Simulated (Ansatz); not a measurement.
The cluster Cs3Cl3, relaxed as a singlet with RKS PBE0-D4/def2-SVP in Ansatz, starting from the GFN1-xTB geometry. Force threshold 0.02 eV/Å.

In the def2 sets Cs takes a core potential; there is no spin–orbit coupling. The structure comes from a short search, and lower isomers may exist.

Start:

| atom | x (Å) | y (Å) | z (Å) |
| --- | --- | --- | --- |
| Cs1 | -2.562 | -0.118 | -1.569 |
| Cs2 | 1.663 | -1.192 | -0.884 |
| Cs3 | -0.101 | 1.196 | 1.886 |
| Cl4 | -1.147 | -2.047 | 0.108 |
| Cl5 | -0.555 | 1.927 | -1.055 |
| Cl6 | 2.702 | 0.234 | 1.514 |

Question: Estimate the energy that the relaxation releases and the steps that it takes.

Answer: 0.56 eV, in 7 steps; 21 s on 4 threads of Arm Neoverse V1 on a shared host. No frequencies were taken in this run, so the end may be a saddle point.

Question: Does the start keep its bonding?

Answer: By distances, no bond broke or formed. The bond that changes most is Cs3–Cl4, from 3.84 to 3.41 Å (atoms count from 1).

Question: Predict the relaxed structure.

Answer: 
```tsv
atom	x (Å)	y (Å)	z (Å)
Cs1	-2.913	-0.158	-1.727
Cs2	1.778	-0.909	-1.067
Cs3	-0.157	0.998	2.027
Cl4	-1.174	-1.787	0.349
Cl5	-0.400	1.704	-1.281
Cl6	2.866	0.153	1.699
```
Bond lengths (bridged metal pairs left out): 8 × Cl–Cs 3.16 to 3.41 Å.
